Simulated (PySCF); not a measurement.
A calculated (M06-2X, PySCF 2.14, Sapporo-DKH3-DZP-2012, scalar relativity by spin-free X2C-1e) atom or ion has these occupied shells.

| shell | electrons | orbital energy (eV) | rms radius, mean of both spins (bohr) |
| --- | --- | --- | --- |
| 1s | 2 | -15154.3 | 0.0464 |
| 2s | 2 | -2059.5 | 0.193 |
| 2p | 6 | -1829.1 | 0.171 |
| 3s | 2 | -322.38 | 0.546 |
| 3p | 6 | -247.77 | 0.559 |
| 3d | 10 | -122.07 | 0.578 |
| 4s | 2 | -42.801 | 1.56 |
| 4p | 6 | -24.929 | 1.85 |

(1) Name the element and its charge.

## Answers

(1) Rb⁺ (rubidium, charge +1), in [Kr], closed-shell 1S.
